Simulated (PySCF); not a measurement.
Structure problem from calculated spectra and properties.

Formula: C6H18N2Si.

| Property | Result |
| --- | --- |
| NMR, other nuclei | isotropic shieldings of nuclei other than C and H, by class: 205 (2 N), 418 (1 Si) ppm [GIAO KT2/pcSseg-1] |
| UV, first state | lowest singlet excitation: 6.15 eV (202 nm, f = 0.001) [TDDFT CAM-B3LYP/def2-SVPD] |
| 13C NMR | chemical shifts (computed TMS as zero) by class: 50.4 (2 C), 28.6 (4 C) ppm [GIAO KT2/pcSseg-1] |
| Polarisability | 116.9 au [CAM-B3LYP/def2-SVPD] |
| Dipole | 0.87 D [CAM-B3LYP/def2-SVPD] |
| Triplet | lowest triplet excitation (Tamm–Dancoff): 5.93 eV [TDA CAM-B3LYP/def2-SVPD] |
| Rotational structure | rotational constants A, B, C: 3.242, 0.529, 0.500 GHz [PBE0-D3(BJ)/def2-SVP] |
| XPS | Si2p3/2 106.4, C1s 290.4 (×4), C1s 291.3 (×2), N1s 403.8 (×2), Si1s 1846.4 eV [ΔSCF SCAN, pcX-2 on the ionised atom, pcseg-1 elsewhere, spin-free X2C, 2p3/2 from a spin–orbit splitting computed afterwards within the 2p shell] |

Electronic properties: PySCF, gas phase, density fitting. Levels stand in brackets. The structure is a single PBE0-D3(BJ)/def2-SVP conformer in the gas phase; no vibrational or solvent corrections. Each NMR value is the plain mean over a class of atoms that symmetry, rotation or inversion makes alike.

Task: What is the compound? Reason from the data.

Result: 6 carbons fall into 2 classes; from least to most shielded: carbon bonded to 2 C, N and H (50.4 ppm, 2 C), carbon bonded to C and 3 H (28.6 ppm, 4 C, up to 4.8 ppm apart in this geometry). The other shieldings belong to: 205 ppm, nitrogen bonded to C, Si and H; 418 ppm, silicon bonded to 2 N and 2 H. The core levels belong to: Si2p3/2 106.4 eV, silicon bonded to 2 N and 2 H; C1s 290.4 eV, carbon bonded to C and 3 H; C1s 291.3 eV, carbon bonded to 2 C, N and H; N1s 403.8 eV, nitrogen bonded to C, Si and H; Si1s 1846.4 eV, silicon bonded to 2 N and 2 H. One atom of each topological class was ionised and stands for its class. The optimised geometry has point group C2 and is an asymmetric top. Structure: `[H][Si]([H])(NC(C)C)NC(C)C` (SiH2(NHiPr)2). Computed isomers that give other values at the same levels: `CCCN(C)[SiH2]N(C)C` (lowest singlet excitation: 5.94 eV (209 nm, f = 0.016)); `CCN[Si](C)(C)NCC` (core binding energies: Si2p3/2 106.0, C1s 289.6 (×2), C1s 290.2 (×2), C1s 291.1 (×2), N1s 403.7 (×2), Si1s 1846.0 eV). The assignments are read from this structure; whether some other isomer fits the data as well wasn't checked.
